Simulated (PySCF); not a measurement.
C3H5FOSi, SMILES F[SiH2]C1=COC1.

The structure is a stationary point at PBE-D3(BJ)/def2-SVP. This is a generated structure with no PubChem entry under its InChIKey; it may be hypothetical. Other conformers were not sampled.

Computed with PBE-D3(BJ)/def2-SVP run with PySCF.

Frequencies are harmonic and unscaled.

```json
[
 {"mode": "1", "ν (cm⁻¹)": "27", "IR (km/mol)": "0.2", "moving atoms (share of kinetic energy)": "C 36 %, H 27 %, F 26 %, Si 12 %"},
 {"mode": "2", "ν (cm⁻¹)": "103", "IR (km/mol)": "1.5", "moving atoms (share of kinetic energy)": "F 47 %, C 28 %, O 13 %"},
 {"mode": "3", "ν (cm⁻¹)": "160", "IR (km/mol)": "0.2", "moving atoms (share of kinetic energy)": "C 53 %, O 23 %, H 21 %"},
 {"mode": "4", "ν (cm⁻¹)": "319", "IR (km/mol)": "5.5", "moving atoms (share of kinetic energy)": "C 50 %, F 26 %, H 11 %, Si 10 %"},
 {"mode": "5", "ν (cm⁻¹)": "437", "IR (km/mol)": "21.6", "moving atoms (share of kinetic energy)": "H 55 %, C 28 %, O 17 %"},
 {"mode": "6", "ν (cm⁻¹)": "486", "IR (km/mol)": "34.8", "moving atoms (share of kinetic energy)": "Si 58 %, C 18 %, O 14 %, H 9 %"},
 {"mode": "7", "ν (cm⁻¹)": "632", "IR (km/mol)": "82.3", "moving atoms (share of kinetic energy)": "H 72 %, Si 17 %, C 9 %"},
 {"mode": "8", "ν (cm⁻¹)": "678", "IR (km/mol)": "11.2", "moving atoms (share of kinetic energy)": "H 91 %"},
 {"mode": "9", "ν (cm⁻¹)": "829", "IR (km/mol)": "16.6", "moving atoms (share of kinetic energy)": "F 49 %, H 34 %, Si 17 %"},
 {"mode": "10", "ν (cm⁻¹)": "861", "IR (km/mol)": "3.6", "moving atoms (share of kinetic energy)": "H 57 %, C 40 %"},
 {"mode": "11", "ν (cm⁻¹)": "876", "IR (km/mol)": "67.2", "moving atoms (share of kinetic energy)": "O 52 %, C 34 %, H 14 %"},
 {"mode": "12", "ν (cm⁻¹)": "899", "IR (km/mol)": "292.4", "moving atoms (share of kinetic energy)": "H 59 %, Si 17 %, C 13 %, F 9 %"},
 {"mode": "13", "ν (cm⁻¹)": "932", "IR (km/mol)": "25.1", "moving atoms (share of kinetic energy)": "C 46 %, H 31 %, O 10 %, Si 9 %"},
 {"mode": "14", "ν (cm⁻¹)": "951", "IR (km/mol)": "97.4", "moving atoms (share of kinetic energy)": "H 70 %, C 20 %"},
 {"mode": "15", "ν (cm⁻¹)": "958", "IR (km/mol)": "13.0", "moving atoms (share of kinetic energy)": "H 66 %, C 32 %"},
 {"mode": "16", "ν (cm⁻¹)": "1043", "IR (km/mol)": "157.5", "moving atoms (share of kinetic energy)": "C 46 %, H 39 %, O 14 %"},
 {"mode": "17", "ν (cm⁻¹)": "1077", "IR (km/mol)": "1.2", "moving atoms (share of kinetic energy)": "H 88 %"},
 {"mode": "18", "ν (cm⁻¹)": "1138", "IR (km/mol)": "8.6", "moving atoms (share of kinetic energy)": "C 55 %, H 38 %"},
 {"mode": "19", "ν (cm⁻¹)": "1190", "IR (km/mol)": "9.3", "moving atoms (share of kinetic energy)": "H 57 %, C 39 %"},
 {"mode": "20", "ν (cm⁻¹)": "1284", "IR (km/mol)": "11.2", "moving atoms (share of kinetic energy)": "C 42 %, H 35 %, O 22 %"},
 {"mode": "21", "ν (cm⁻¹)": "1404", "IR (km/mol)": "2.4", "moving atoms (share of kinetic energy)": "H 87 %, C 12 %"},
 {"mode": "22", "ν (cm⁻¹)": "1594", "IR (km/mol)": "110.0", "moving atoms (share of kinetic energy)": "C 91 %, H 8 %"},
 {"mode": "23", "ν (cm⁻¹)": "2160", "IR (km/mol)": "151.0", "moving atoms (share of kinetic energy)": "H 96 %"},
 {"mode": "24", "ν (cm⁻¹)": "2165", "IR (km/mol)": "126.2", "moving atoms (share of kinetic energy)": "H 98 %"},
 {"mode": "25", "ν (cm⁻¹)": "2998", "IR (km/mol)": "20.3", "moving atoms (share of kinetic energy)": "H 95 %"},
 {"mode": "26", "ν (cm⁻¹)": "3070", "IR (km/mol)": "7.2", "moving atoms (share of kinetic energy)": "H 90 %, C 10 %"},
 {"mode": "27", "ν (cm⁻¹)": "3146", "IR (km/mol)": "3.4", "moving atoms (share of kinetic energy)": "H 91 %, C 9 %"}
]
```
